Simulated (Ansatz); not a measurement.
Species: GeI2, charge -1, multiplicity 2. SMILES of the parent species: [I][Ge][I]
Geometry from a B3LYP-D3(BJ)/def2-TZVP (Ansatz, a first-principles code) optimisation:
```
Ge
I 1 2.7525
I 1 2.7525 2 102.02
```
Charge -1, spin multiplicity 2.

Parts of the frozen-core correlation energy in def2-SVP (Ansatz, hartree). Frozen orbitals: 32; correlated occupied orbitals by spin: 10 and 9; virtual: 42 and 43. Open shells are spin-unrestricted. Spin-orbit coupling is left out. Past Kr the def2 sets carry scalar-relativistic core potentials.

| term | value |
|---|---|
| reference (HF) | -2668.55203 |
| MP2 opposite-spin | -0.18974 |
| MP2 same-spin | ? |
| CCSD correlation | ? |
| (T) | ? |
| T1 diagnostic | 0.014 |
| largest doubles amplitude | 0.053 |
| <S^2> of the reference | 0.766 |

Task: What belongs in the gaps?

Result: 
- MP2 same-spin, value: -0.07052
- CCSD correlation, value: -0.28909
- (T), value: -0.00747
